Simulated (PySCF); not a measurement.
**Ga: ionisation energy**

Ga [Ar] 3d10 4s2 4p1 (2P) → Ga⁺ [Ar] 3d10 4s2 (1S), as a difference of total energies. All numbers are calculated (PySCF 2.14, scalar relativity through the core potential, in aug-cc-pVTZ-PP with one added diffuse shell each of s, d, f type with ECP10MDF (7s5p5d3f, 68 functions)). Correlated levels: valence: 3s2 3p6 3d10 frozen. The calculations carry no spin-orbit coupling.

```
           method  ionisation energy (eV)  error (eV)
              UHF                   5.533      -0.398
              LDA                   5.995      +0.064
              PBE                   5.917      -0.014
             PBE0                   5.950      +0.019
           r2SCAN                   6.078      +0.147
             BP86                   6.040      +0.109
        CAM-B3LYP                   5.970      +0.039
          wB97X-V                   5.820      -0.111
           B2PLYP                   5.825      -0.106
    MP2 (valence)                   5.746      -0.185
SCS-MP2 (valence)                   5.727      -0.204
```

Reference: 5.931 eV (measured; NIST levels, between the centres of gravity of the two terms).

Errors of the correlated levels include the incompleteness of this basis and the frozen core.
